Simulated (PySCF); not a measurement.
Isomers of C5H12F2N2Si.

All values: PBE0/pcSseg-1 (PySCF) at GFN2-xTB geometries, gas phase, one conformer each.

Question: Rank by dipole moment, lowest first.
A. `[CH2:1]=[C:2]([SiH2:3][NH2:4])[N:5]([CH3:6])[CH2:7][CH:8]([F:9])[F:10]` with C1–C2–Si3–N4 -103°, C2–Si3–N4–H 55° and -172°, C1–C2–N5–C6 1°, C2–N5–C7–C8 -74°, N5–C7–C8–F9 -76°
B. `[F:1][CH2:2][CH2:3][C@@:4]1([CH2:5][F:6])[CH2:7][NH:8][SiH2:9][NH:10]1` with F1–C2–C3–C4 -62°, C2–C3–C4–C5 -57°, C3–C4–C5–F6 -55°, C3–C4–C7–N8 154°, C4–C7–N8–Si9 -31°, C7–N8–Si9–N10 13°, N8–Si9–N10–C4 10°
C. `[CH3:1][NH:2][Si@@H:3]1[NH:4][CH2:5][CH2:6][C@@H:7]1[CH:8]([F:9])[F:10]` with C1–N2–Si3–N4 -64°, C6–C7–C8–F9 -172°, N2–Si3–N4–C5 -127°, Si3–N4–C5–C6 35°, N4–C5–C6–C7 -44°, C5–C6–C7–C8 156°
D. `[CH3:1][N:2]1[CH2:3][CH2:4][Si@:5]1([NH2:6])[CH2:7][CH:8]([F:9])[F:10]` with C4–Si5–N6–H -167° and 44°, C4–Si5–C7–C8 -147°, Si5–C7–C8–F9 -56°

Answer: B (0.39 D), A (1.64 D), D (1.95 D), C (2.90 D).

Question: Rank by HOMO energy, lowest first.
A. `[CH3:1][N:2]1[CH2:3][CH2:4][Si@:5]1([NH2:6])[CH2:7][CH:8]([F:9])[F:10]` with C4–Si5–N6–H -167° and 44°, C4–Si5–C7–C8 -147°, Si5–C7–C8–F9 -56°
B. `[CH2:1]=[C:2]([SiH2:3][NH2:4])[N:5]([CH3:6])[CH2:7][CH:8]([F:9])[F:10]` with C1–C2–Si3–N4 -103°, C2–Si3–N4–H 55° and -172°, C1–C2–N5–C6 1°, C2–N5–C7–C8 -74°, N5–C7–C8–F9 -76°
C. `[CH3:1][NH:2][Si@@H:3]1[NH:4][CH2:5][CH2:6][C@@H:7]1[CH:8]([F:9])[F:10]` with C1–N2–Si3–N4 -64°, C6–C7–C8–F9 -172°, N2–Si3–N4–C5 -127°, Si3–N4–C5–C6 35°, N4–C5–C6–C7 -44°, C5–C6–C7–C8 156°

Answer: C (-6.75 eV), A (-6.18 eV), B (-6.02 eV).

Question: Rank by HOMO–LUMO gap, highest first.
A. `[CH2:1]=[C:2]([SiH2:3][NH2:4])[N:5]([CH3:6])[CH2:7][CH:8]([F:9])[F:10]` with C1–C2–Si3–N4 -103°, C2–Si3–N4–H 55° and -172°, C1–C2–N5–C6 1°, C2–N5–C7–C8 -74°, N5–C7–C8–F9 -76°
B. `[CH3:1][NH:2][Si@@H:3]1[NH:4][CH2:5][CH2:6][C@@H:7]1[CH:8]([F:9])[F:10]` with C1–N2–Si3–N4 -64°, C6–C7–C8–F9 -172°, N2–Si3–N4–C5 -127°, Si3–N4–C5–C6 35°, N4–C5–C6–C7 -44°, C5–C6–C7–C8 156°
C. `[F:1][CH2:2][CH2:3][C@@:4]1([CH2:5][F:6])[CH2:7][NH:8][SiH2:9][NH:10]1` with F1–C2–C3–C4 -62°, C2–C3–C4–C5 -57°, C3–C4–C5–F6 -55°, C3–C4–C7–N8 154°, C4–C7–N8–Si9 -31°, C7–N8–Si9–N10 13°, N8–Si9–N10–C4 10°

Answer: B (7.62 eV), C (7.24 eV), A (5.99 eV).

All values together:

| SMILES | μ (D) | HOMO (eV) | LUMO (eV) | lowest IAO charge (e) | highest IAO charge (e) | lowest Hirshfeld charge (e) | highest Hirshfeld charge (e) |
| --- | --- | --- | --- | --- | --- | --- | --- |
| CN1CC[Si@]1(N)CC(F)F | 1.95 | -6.18 | 0.97 | -0.839 (N) | +1.227 (Si) | -0.318 (N) | +0.434 (Si) |
| C=C([SiH2]N)N(C)CC(F)F | 1.64 | -6.02 | -0.03 | -0.849 (N) | +0.878 (Si) | -0.310 (N) | +0.366 (Si) |
| FCC[C@@]1(CF)CN[SiH2]N1 | 0.39 | -6.67 | 0.57 | -0.698 (N) | +1.005 (Si) | -0.255 (N) | +0.397 (Si) |
| CN[Si@@H]1NCC[C@@H]1C(F)F | 2.90 | -6.75 | 0.87 | -0.694 (N) | +1.123 (Si) | -0.250 (N) | +0.402 (Si) |

Conformers: `[CH3:1][N:2]1[CH2:3][CH2:4][Si@:5]1([NH2:6])[CH2:7][CH:8]([F:9])[F:10]` with C4–Si5–N6–H -167° and 44°, C4–Si5–C7–C8 -147°, Si5–C7–C8–F9 -56°; `[CH2:1]=[C:2]([SiH2:3][NH2:4])[N:5]([CH3:6])[CH2:7][CH:8]([F:9])[F:10]` with C1–C2–Si3–N4 -103°, C2–Si3–N4–H 55° and -172°, C1–C2–N5–C6 1°, C2–N5–C7–C8 -74°, N5–C7–C8–F9 -76°; `[F:1][CH2:2][CH2:3][C@@:4]1([CH2:5][F:6])[CH2:7][NH:8][SiH2:9][NH:10]1` with F1–C2–C3–C4 -62°, C2–C3–C4–C5 -57°, C3–C4–C5–F6 -55°, C3–C4–C7–N8 154°, C4–C7–N8–Si9 -31°, C7–N8–Si9–N10 13°, N8–Si9–N10–C4 10°; `[CH3:1][NH:2][Si@@H:3]1[NH:4][CH2:5][CH2:6][C@@H:7]1[CH:8]([F:9])[F:10]` with C1–N2–Si3–N4 -64°, C6–C7–C8–F9 -172°, N2–Si3–N4–C5 -127°, Si3–N4–C5–C6 35°, N4–C5–C6–C7 -44°, C5–C6–C7–C8 156°.
